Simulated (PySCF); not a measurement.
**Computed properties of CdFI, SMILES [F][Cd][I]**

CdFI, SMILES [F][Cd][I]. Coordinates come from a r2SCAN-D4/def2-TZVP optimisation. The def2 effective core potentials stand for the cores of Cd, I; spin–orbit coupling is left out. Other conformers were not sampled. All values are computed for the isolated molecule unless a solvent is named; none is compared with measurement here.

**Structure.** The optimised structure has C∞v symmetry. All 4 harmonic modes at r2SCAN-D4/def2-TZVP (PySCF) are real, so it is a minimum. With heavy atoms numbered as in [Cd:1]([F:2])[I:3], the shortest bond between them is Cd1–F2 at 1.938 Å and the longest Cd1–I3 at 2.557 Å.

**Vibrations.** The strongest infrared lines (harmonic, unscaled, degenerate partners summed) lie at 585 cm⁻¹ (88 km/mol, F 83 %, Cd 17 %), 96 cm⁻¹ (29 km/mol, F 62 %, Cd 32 %), 211 cm⁻¹ (3 km/mol, I 51 %, Cd 39 %, F 10 %). The softest mode is at 96 cm⁻¹ and the zero-point energy is 1.4 kcal/mol.

**Electronic structure.** PBE0/def2-TZVPD (PySCF) places the frontier levels at -8.06 and -2.39 eV, a gap of 5.67 eV, and gives a dipole moment of 1.57 D and a mean polarisability of 64.0 bohr³.

**Excitations.** TDA-PBE0/def2-SVPD (PySCF) has S1 at 4.37 eV (284 nm, f = 0.026, weak); the most intense of the 10 singlets computed lies at 7.69 eV (f = 0.07). Strengths of degenerate partners are summed. T1 (TDA) is at 4.00 eV, 0.37 eV under S1. No vertical singlet excitation falls in the visible range (under 3.1 eV).
